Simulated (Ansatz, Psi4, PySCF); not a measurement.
CH8Cl2N2Si2, singlet, at a GFN2-xTB geometry, atoms displaced at random by about 0.08 Å a coordinate. Base run: PBE/STO-3G, gradient (PySCF).

PySCF was given this input:
```python
from pyscf import gto, scf, dft

mol = gto.Mole()
mol.atom = '''
    Si    1.112371   -0.584592   -0.195396
    Cl    0.637185   -1.544421    1.431723
    Cl    2.561925    0.720478   -0.070535
    N    -0.561275    0.168931   -0.678762
    C    -0.511495    1.147380   -1.929756
    Si   -1.960830    0.125238    0.237973
    N    -3.117377    1.059121   -0.532500
    H     1.172089   -1.700279   -1.378186
    H    -0.160962    0.424325   -2.759418
    H     0.341179    1.774460   -1.700551
    H    -1.296181    1.467934   -1.941063
    H    -1.764172    0.886360    1.613160
    H    -2.390126   -1.279249    0.396322
    H    -3.364178    2.037014   -0.435014
    H    -3.683572    0.845788   -1.319770
'''
mol.basis = 'sto-3g'
mol.charge = 0
mol.spin = 0
mol.verbose = 3
mol.build()

mf = dft.RKS(mol)
mf.xc = 'pbe'
mf.kernel()
g = mf.nuc_grad_method()
grad = g.kernel()
```

Programs used: Ansatz (a program for electronic structure), Psi4, PySCF; a row that names a program was run with it.

The coordinate followed is z of atom 3.

The base run was repeated with changes; each row names its change, and settings that it needs were set with it.

| change | dE/dx (Eh/bohr) | net force (Eh/bohr) |
|---|---|---|
| base | -0.003873 | 0.000094 |
| grids.level = 1; grid_response = off | -0.003390 | 0.000580 |
| conv_tol = 1e-4 | -0.003875 | 0.000094 |
| code = psi4 | -0.004086 | 0.000300 |
| conv_tol = 1e-6 | -0.003874 | 0.000094 |
| code = ansatz | -0.003908 | 0.000000 |
| grids.level = 0; grid_response = off | -0.006580 | 0.011854 |
| finite difference step (bohr) = 0.05; conv_tol = 1e-11 | -0.003909 | - |
| finite difference step (bohr) = 0.2; conv_tol = 1e-11 | -0.003788 | - |
| finite difference step (bohr) = 1e-3; conv_tol = 1e-11 | -0.003918 | - |
| grids.level = 5; grid_response = off | -0.003905 | 0.000004 |
| grids.level = 0; grid_response = on | -0.005334 | 0.000000 |

The net force is zero for an exact gradient.
